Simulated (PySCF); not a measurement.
NMR data simulated for an unnamed compound:

$^{1}$H NMR (300 MHz, computed): δ 3.40 (m, 1H), 3.30 (m, 1H), 1.04 (br s, 2H), 0.93 (br s, 1H), 0.72 (m, 1H), 0.56 (m, 1H), 0.46 (m, 1H), 0.42 (m, 1H), 0.06 (s, 3H).

$^{13}$C{$^{1}$H} NMR (computed): δ 54.5 (CH2), 18.2 (C), 10.8 (CH2), 10.1 (CH2), -2.3 (CH3).

[PySCF 2.14.0 with density-fitted response routines: GFN2-xTB geometry; σ from GIAO-PBE0/pcSseg-1; gas phase; rapidly exchanging positions averaged; no relativistic terms; single conformer]

Chemical shifts δ = σref − σ; $^{1}$H (31.72 ppm), $^{13}$C (186.93 ppm) against TMS, all at this level.

Question: Which of these does the molecule contain: a Si–CH3 group, an NH or NH2 group, a three-membered ring, a benzene ring, an N-methyl group, a tert-butyl group?

Answer: 
- A Si–CH3 group: yes (δC -2.3; δH 0.06 (s)).
- An NH or NH2 group: yes (δH 1.04 (br s)).
- A three-membered ring: yes.
- A benzene ring: no.
- An N-methyl group: no.
- A tert-butyl group: no.

The data belong to `InChI=1S/C5H12N2Si/c1-8(6)5(2-3-5)4-7-8/h7H,2-4,6H2,1H3/t8-/m0/s1`; they needn't prove each group on their own.

Carbon signals by region: 1 at 50–100 ppm, 4 below 50 ppm.

The OH or NH signal is concentration- and solvent-dependent in practice; the value given is the gas-phase one. Shifts are as computed. Against solution values, carbons near 30 ppm lie about +3 ppm off and those near 130 ppm about +5 ppm. Of 1211 compounds with measured shifts, 218 miss one by over three times the rms of a fit or turn the order of signals round; such compounds aren't used in these exercises. No couplings were computed; multiplicities are counted from neighbouring protons, with m where these are inequivalent, close in shift, in a saturated or five-membered ring or joined by F or P, and br s for small geminal =CH2 splittings.
